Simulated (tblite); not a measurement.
C6H14AsB.
Cartesian coordinates in Å at the GFN2-xTB level; atoms count from 1:
```
atom  x, y, z in Å
C1    -1.308   -1.144    1.269
B2    -1.159   -0.012    0.185
C3    -2.305    0.191   -0.880
C4     0.123    0.928    0.136
C5     0.919    0.646   -1.151
C6     1.518   -0.746   -1.007
As7    2.237   -0.843    0.841
C8     1.122    0.752    1.285
H9    -2.071   -1.883    1.033
H10   -1.588   -0.694    2.223
H11   -0.367   -1.673    1.453
H12   -2.198    1.081   -1.497
H13   -2.343   -0.667   -1.553
H14   -3.285    0.231   -0.404
H15   -0.209    1.975    0.107
H16    0.288    0.723   -2.038
H17    1.726    1.381   -1.242
H18    2.290   -0.943   -1.754
H19    0.737   -1.503   -1.127
H20    3.478   -0.039    0.510
H21    0.612    0.632    2.243
H22    1.772    1.628    1.368
```

Computed with GFN2-xTB (tblite): harmonic, unscaled wavenumbers at the GFN2-xTB geometry, gas phase. Against measured fundamentals such values can be off by several per cent, at times by over 20. Modes of hydrogen on arsenic can be 10 to 20 % off. One conformer, not necessarily the lowest.

Harmonic wavenumbers (cm⁻¹): 51.7, 79.8, 89.2, 137.5, 147.8, 221.6, 272.9, 282.7, 329.2, 390.4, 419.0, 522.1, 571.2, 624.0, 668.6, 694.7, 710.9, 718.8, 823.7, 846.4, 855.3, 860.4, 873.2, 935.3, 960.1, 1015.2, 1074.2, 1075.2, 1103.1, 1120.6, 1131.4, 1184.3, 1189.7, 1237.6, 1253.1, 1295.8, 1323.0, 1376.1, 1388.8, 1455.9, 1462.2, 1479.3, 1482.7, 1488.2, 1494.5, 1497.9, 1838.5, 2884.6, 2919.8, 2922.5, 2931.6, 2946.0, 2954.0, 2957.7, 2968.4, 2993.3, 2996.5, 3014.3, 3030.6, 3031.7.

A = 2433, B = 923.2, C = 829.4 MHz; mass 172.040 u (most abundant isotopes); point group C1, symmetry number 1.

Question: Zero-point energy?

Answer: Half the sum of the wavenumbers: 40302 cm⁻¹ = 115.23 kcal/mol.

Question: Entropy at 273.15 K, 1 bar (ideal gas, RRHO, classical rotation)?

Answer: Translation 40.93, rotation 29.27, vibration 27.84: S = 98.0 cal/(mol K).

Question: And Cp and H(273.15 K) − H(0)?

Answer: Cp = 38.38 cal/(mol K), of which vibrations give 30.43 (their classical limit is 60 R = 119.2); H(273.15 K) − H(0) = 6.26 kcal/mol without the zero-point energy, 4.09 from vibrations.

Question: What must be added to the electronic energy to get the Gibbs energy at 273.15 K and 1 bar?

Answer: ZPE + [H(273.15 K) − H(0)] − T·S = 115.23 + 6.26 − 26.78 = 94.71 kcal/mol.

Question: How do the functions run with temperature in this model?

Answer: 
```json
{"T (K)": "150", "S (cal/(mol K))": "79.8", "Cp (cal/(mol K))": "24.4", "H − H(0) (kcal/mol)": "2.42", "G − H(0) (kcal/mol)": "-9.54", "ln q(vib)": "3.08"}
{"T (K)": "250", "S (cal/(mol K))": "94.8", "Cp (cal/(mol K))": "35.6", "H − H(0) (kcal/mol)": "5.41", "G − H(0) (kcal/mol)": "-18.28", "ln q(vib)": "5.83"}
{"T (K)": "298.15", "S (cal/(mol K))": "101.5", "Cp (cal/(mol K))": "41.4", "H − H(0) (kcal/mol)": "7.26", "G − H(0) (kcal/mol)": "-23.01", "ln q(vib)": "7.16"}
{"T (K)": "400", "S (cal/(mol K))": "115.4", "Cp (cal/(mol K))": "53.3", "H − H(0) (kcal/mol)": "12.09", "G − H(0) (kcal/mol)": "-34.06", "ln q(vib)": "10.00"}
{"T (K)": "600", "S (cal/(mol K))": "140.7", "Cp (cal/(mol K))": "71.8", "H − H(0) (kcal/mol)": "24.72", "G − H(0) (kcal/mol)": "-59.72", "ln q(vib)": "15.61"}
{"T (K)": "900", "S (cal/(mol K))": "173.6", "Cp (cal/(mol K))": "89.8", "H − H(0) (kcal/mol)": "49.19", "G − H(0) (kcal/mol)": "-107.02", "ln q(vib)": "23.74"}
```

q(vib) and H(0) count from the zero-point level.

Question: Which modes carry the vibrational entropy at 273.15 K?

Answer: 51.7 cm⁻¹: 4.58; 79.8 cm⁻¹: 3.72; 89.2 cm⁻¹: 3.51; 137.5 cm⁻¹: 2.67; 147.8 cm⁻¹: 2.53; 221.6 cm⁻¹: 1.79 cal/(mol K); the other 54 give 9.03 together.

Question: Blend soft modes into free rotors: weight 1/[1 + (100 cm⁻¹/ν̃)⁴] for the oscillator and the rest for a rotor with moment μB/(μ + B), μ = h/(8π²ν), B = 10⁻⁴⁴ kg m². What vibrational entropy results?

Answer: 25.81 cal/(mol K) in place of 27.84, which changes −T·S at 273.15 K by +0.55 kcal/mol.

Hindered rotation and anharmonicity are outside this model. Other conformers, if any are populated, would add a mixing term that is left out. The structure is chiral; the term R ln 2 for an equal mix with its mirror image is left out.
